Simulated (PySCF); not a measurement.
## Cd³⁺: interval between two levels

Cd³⁺ [Kr] 4d9 [2D5/2, M_J = 5/2] → Cd³⁺ [Kr] 4d8 5p1 [4G11/2, M_J = 11/2], as a difference of total energies. Computed with PySCF 2.14 in x2c-TZVPall-2c with one added diffuse shell each of s, p, d type (9s10p8d1f, 86 functions), with the two-component X2C-1e Hamiltonian. Correlated levels: [Ar] 3d10 frozen; the 6 highest virtual spinors dropped. "Screened" scales the spin-orbit matrix elements by Boettger's factors to mimic the two-electron term; Breit and QED terms are absent.

| method | interval between two levels (cm⁻¹) |
| --- | --- |
| GHF (spin-free) | 173400 |
| GMP2 (spin-free) | 177470 |
| GHF (screened spin-orbit) | 173340 |
| GMP2 (screened spin-orbit) | 177440 |

The labels give the starting determinants; with spin-orbit coupling the two ends relaxed to ⟨J²⟩ = 8.75, ⟨L²⟩ = 6.02, ⟨S²⟩ = 0.77 and ⟨J²⟩ = 35.76, ⟨L²⟩ = 20.12, ⟨S²⟩ = 3.73.
